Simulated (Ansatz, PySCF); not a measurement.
CHBClNO2, SMILES O=C=NB(O)Cl.

Coordinates come from a TPSSh-D3(BJ)/def2-SVP optimisation. This is a generated structure with no PubChem entry under its InChIKey; it may be hypothetical. The values are those of a single conformer.

Vertical ionisation energy (IE) and electron affinity (EA) in eV. Rows of orbital energies are one-electron estimates. Where ΔSCF, EOM or ADC give a negative EA the extra electron is unbound and the value depends on the basis.

```
level                                                                        IE     EA
------------------------------------------------------------------------  -----  -----
−ε(HOMO), −ε(LUMO), PBE0/def2-TZVP (PySCF)                                 8.95   0.92
−ε(HOMO), −ε(LUMO), PBE/def2-TZVP (PySCF)                                  7.51   1.87
ΔSCF, CAM-B3LYP/def2-SVPD (Ansatz), final states of multiplicity 2 and 2  11.46  -0.83
ΔSCF, PBE/def2-SVPD (Ansatz), final states of multiplicity 2 and 2          ___    ___
```

Question: Complete the blanks. (The exact figures need the calculation; the answer reports its results.)

Answer: 
- ΔSCF, PBE/def2-SVPD (Ansatz, an electronic-structure program), final states of multiplicity 2 and 2, IE: 10.78
- ΔSCF, PBE/def2-SVPD (Ansatz), final states of multiplicity 2 and 2, EA: -0.58

Question: What vertical singlet–triplet gap does ΔSCF give with CAM-B3LYP/def2-SVPD (Ansatz) and with PBE/def2-SVPD (Ansatz)? (Estimate from the structure and the level; the computed values follow.)

Answer: 6.13 and 5.63 eV (triplet above singlet where positive).
